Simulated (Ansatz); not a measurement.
System: CAuClO (charge 0, singlet). 
Geometry from a B3LYP-D3(BJ)/def2-TZVP (Ansatz, an electronic-structure program) optimisation:
```xyz
4

Au     0.0000     0.0000    -0.0230
Cl     0.0000     0.0000     2.2276
O      0.0000     0.0000    -3.0591
C      0.0000     0.0000    -1.9301
```

Parts of the frozen-core correlation energy in def2-TZVPPD (Ansatz, hartree). Frozen orbitals: 11; correlated occupied orbitals by spin: 14 and 14; virtual: 162 and 162. No spin-orbit coupling. Past Kr the def2 sets carry scalar-relativistic core potentials.

```
term                            value
-------------------------  ----------
reference (HF)             -707.15607
MP2 opposite-spin            -0.68091
MP2 same-spin                -0.29718
CCSD correlation             -0.94541
(T)                          -0.04792
T1 diagnostic                   0.017
largest doubles amplitude       0.031
```
